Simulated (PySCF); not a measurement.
Si(NMe2)2Me2, C₆H₁₈N₂Si.
Cartesian coordinates in Å at the PBE0-D3(BJ)/def2-SVP level; atoms count from 1:
```xyz
27
C6H18N2Si angstrom
Si    -0.4702   -0.1290   -0.3676
N     -0.5518    0.1859    1.3457
C     -1.5956    0.9230    2.0018
C      0.2904   -0.5590    2.2445
H     -2.2977    0.2689    2.5601
H     -2.1878    1.5000    1.2783
H     -1.1805    1.6428    2.7349
H      1.0947   -1.0582    1.6828
H      0.7718    0.1044    2.9896
H     -0.2657   -1.3341    2.8117
N      1.2153   -0.0148   -0.8012
C      1.8762   -0.8452   -1.7692
C      1.9587    1.1633   -0.4382
H      2.0431   -0.3296   -2.7383
H      1.2930   -1.7534   -1.9753
H      2.8712   -1.1700   -1.4061
H      1.4239    1.7202    0.3462
H      2.9565    0.9018   -0.0350
H      2.1251    1.8493   -1.2948
C     -1.5421    1.1441   -1.2421
H     -1.4187    1.0213   -2.3301
H     -1.2439    2.1734   -0.9878
H     -2.6141    1.0323   -1.0167
C     -1.0685   -1.8500   -0.8292
H     -2.1058   -1.9688   -0.4769
H     -0.4630   -2.6355   -0.3506
H     -1.0673   -2.0288   -1.9159
```

Level of theory: TDDFT PBE0/def2-SVPD, vertical, gas phase, core orbitals frozen in the response (PySCF).

Transition dipole moments from the ground state, in atomic units and in the frame of the coordinates above (overall signs are arbitrary), for the states with f of 0.002 or more among the lowest 7:

```json
{"state": "S1", "E (eV)": "5.386", "μx": "-0.104", "μy": "-0.079", "μz": "0.155"}
{"state": "S2", "E (eV)": "5.536", "μx": "-0.113", "μy": "-0.030", "μz": "-0.093"}
{"state": "S3", "E (eV)": "6.215", "μx": "0.062", "μy": "-0.390", "μz": "0.023"}
{"state": "S4", "E (eV)": "6.227", "μx": "0.084", "μy": "0.053", "μz": "0.070"}
{"state": "S5", "E (eV)": "6.248", "μx": "-0.254", "μy": "-0.045", "μz": "-0.203"}
{"state": "S6", "E (eV)": "6.384", "μx": "0.082", "μy": "-0.229", "μz": "-0.047"}
{"state": "S7", "E (eV)": "6.419", "μx": "0.316", "μy": "0.140", "μz": "-0.361"}
```

**Question.** What oscillator strength does each state have?

**Answer.** f = (2/3) ΔE |μ|² with ΔE in hartree (27.2114 eV).

| state | \|μ\|² (au) | \|μ\| (D) | f |
| --- | --- | --- | --- |
| S1 | 0.041 | 0.51 | 0.005 |
| S2 | 0.022 | 0.38 | 0.003 |
| S3 | 0.157 | 1.01 | 0.024 |
| S4 | 0.015 | 0.31 | 0.002 |
| S5 | 0.108 | 0.83 | 0.017 |
| S6 | 0.061 | 0.63 | 0.010 |
| S7 | 0.249 | 1.27 | 0.039 |

**Question.** The point group is C2. Which irreducible representation does each state belong to?

**Answer.** The ground state is totally symmetric, so the direction of μ fixes the label. Polarised along the twofold axis, so A: S2, S4 and S5. Polarised across the twofold axis, so B: S1, S3, S6 and S7.

**Question.** What angle do the transition dipoles of S5 and S7 make?

**Answer.** |cos θ| = |μa·μb| / (|μa| |μb|) = 0.08, so θ ≈ 85° (taken between 0 and 90°, since the signs are arbitrary).

**Question.** What peak molar absorption coefficient would the strongest computed level give as a lone Gaussian band 0.5 eV wide at half height?

**Answer.** ε(max) = 2.175×10⁸ f / FWHM, with the width in cm⁻¹. S7: 2.175×10⁸ × 0.0392 / 4033 ≈ 2100 L mol⁻¹ cm⁻¹.

One conformer stands for the species.

Without π bonds the low states may be Rydberg-like; a valence basis with one diffuse set may place them up to an eV too high.
